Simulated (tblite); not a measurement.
Species: C3H6Cl2OSi.
Numbering: `[O:1]=[CH:2][CH2:3][SiH2:4][CH:5]([Cl:6])[Cl:7]` (hydrogens: H8 on C2; H9, H10 on C3; H11, H12 on Si4; H13 on C5)

Geometry (GFN2-xTB, Å), atoms numbered from 1 in this order:
```
atom  x, y, z in Å
O1     1.0676   -1.3818   -1.0946
C2     1.7057   -0.4337   -0.7233
C3     1.2476    0.4620    0.3701
Si4   -0.4503   -0.1706    0.9742
C5    -1.6739   -0.0051   -0.5025
Cl6   -1.6404    1.6676   -1.1041
Cl7   -3.3130   -0.4020    0.0476
H8     2.6770   -0.1835   -1.1889
H9     1.2065    1.4854   -0.0063
H10    1.9956    0.4653    1.1628
H11   -0.4179   -1.5720    1.3759
H12   -0.9453    0.7183    2.0248
H13   -1.4635   -0.6495   -1.3533
```

Level: GFN2-xTB in tblite, geometry and Hessian alike; calculated harmonic values, unscaled, isolated species. The method is semi-empirical: single wavenumbers can be off by several per cent or more. Modes of hydrogen on silicon can be 10 to 20 % off. One conformer, not necessarily the lowest.

Harmonic wavenumbers (cm⁻¹): 30.8, 68.1, 84.5, 113.1, 133.4, 186.2, 198.5, 277.9, 454.7, 535.3, 596.7, 611.9, 647.1, 664.6, 707.8, 752.9, 774.4, 795.5, 852.6, 990.5, 1087.7, 1118.7, 1164.0, 1238.8, 1353.4, 1408.3, 1765.9, 2292.5, 2326.1, 2784.8, 2973.3, 2975.9, 2997.5.

A = 2136, B = 922.8, C = 807.6 MHz; mass 155.956 u (most abundant isotopes); point group C1, symmetry number 1.

Problem. Zero-point energy?

Solution. ½Σν̃ = 17482 cm⁻¹ = 209.13 kJ/mol.

Problem. Give the ideal-gas entropy at 350 K and 1 bar in the rigid-rotor, harmonic-oscillator model (classical rotation).

Solution. Translation 175.16, rotation 126.23, vibration 145.87: S = 447.3 J/(mol K).

Problem. And Cp and H(350 K) − H(0)?

Solution. Cp = 159.46 J/(mol K), of which vibrations give 126.20 (their classical limit is 33 R = 274.4); H(350 K) − H(0) = 36.26 kJ/mol without the zero-point energy, 24.62 from vibrations.

Problem. Blend soft modes into free rotors: weight 1/[1 + (100 cm⁻¹/ν̃)⁴] for the oscillator and the rest for a rotor with moment μB/(μ + B), μ = h/(8π²ν), B = 10⁻⁴⁴ kg m². What vibrational entropy results?

Solution. 129.97 J/(mol K) in place of 145.87, which changes −T·S at 350 K by +5.56 kJ/mol.

Problem. How do the functions run with temperature in this model?

Solution. 
| T (K) | S (J/(mol K)) | Cp (J/(mol K)) | H − H(0) (kJ/mol) | G − H(0) (kJ/mol) | ln q(vib) |
| --- | --- | --- | --- | --- | --- |
| 150 | 341.4 | 97.4 | 10.38 | -40.82 | 3.87 |
| 250 | 398.7 | 129.9 | 21.74 | -77.93 | 6.59 |
| 298.15 | 422.9 | 144.8 | 28.36 | -97.72 | 7.81 |
| 400 | 469.4 | 172.0 | 44.55 | -143.21 | 10.28 |
| 600 | 546.7 | 209.2 | 82.95 | -245.09 | 14.72 |
| 900 | 638.6 | 242.9 | 151.24 | -423.47 | 20.56 |

q(vib) and H(0) count from the zero-point level.

Problem. What must be added to the electronic energy to get the Gibbs energy at 350 K and 1 bar?

Solution. ZPE + [H(350 K) − H(0)] − T·S = 209.13 + 36.26 − 156.54 = 88.85 kJ/mol.

Hindered rotation and anharmonicity are outside this model. Other conformers, if any are populated, would add a mixing term that is left out. The structure is chiral; the term R ln 2 for an equal mix with its mirror image is left out.
